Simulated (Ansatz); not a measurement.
Input for Ansatz (an electronic-structure program): R-CCSD(T)/cc-pV(T+d)Z on C2H8OSi (SMILES OCC[SiH3]), atoms moved off the minimum. Files ending in .json are basis or fitting sets from the Basis Set Exchange.

Ansatz 0.2 input:
```yaml
crystal:
  periodic: [false, false, false]
  atoms:
    - {symbol: O, position_ang: [2.21944569, -0.87911382, 0.26622807]}
    - {symbol: C, position_ang: [0.81563642, -0.61495039, 0.51380286]}
    - {symbol: C, position_ang: [0.22708980, 0.31427813, -0.42748922]}
    - {symbol: Si, position_ang: [-1.60277188, 0.57374327, -0.16781118]}
    - {symbol: H, position_ang: [2.74420384, -0.03436308, 0.18307764]}
    - {symbol: H, position_ang: [0.30578849, -1.56476095, 0.53574315]}
    - {symbol: H, position_ang: [0.71484976, -0.22082658, 1.54575829]}
    - {symbol: H, position_ang: [0.30823644, -0.03005825, -1.43795408]}
    - {symbol: H, position_ang: [0.64555486, 1.26450695, -0.51443260]}
    - {symbol: H, position_ang: [-1.70448706, 1.09936393, 1.06733258]}
    - {symbol: H, position_ang: [-2.10021943, 1.42631741, -1.23954342]}
    - {symbol: H, position_ang: [-2.34111000, -0.72682485, -0.18040613]}
basis:
  gaussian:
    orbitals: cc-pV_T+d_Z.json
magnetization: {spin_polarized: false}
correlation: {method: ccsd_t, electrons: outside_noble_gas}
scf: {lower_state_search: off}
output: {forces: true}
```

### Question
Give the final energy of this run.

### Answer
-445.0303 hartree (reference determinant -444.2295, T1 diagnostic 0.010).

### Question
How many basis functions does it have, and what does it roughly cost on one machine?

### Answer
241 functions; roughly 50 core-minutes.
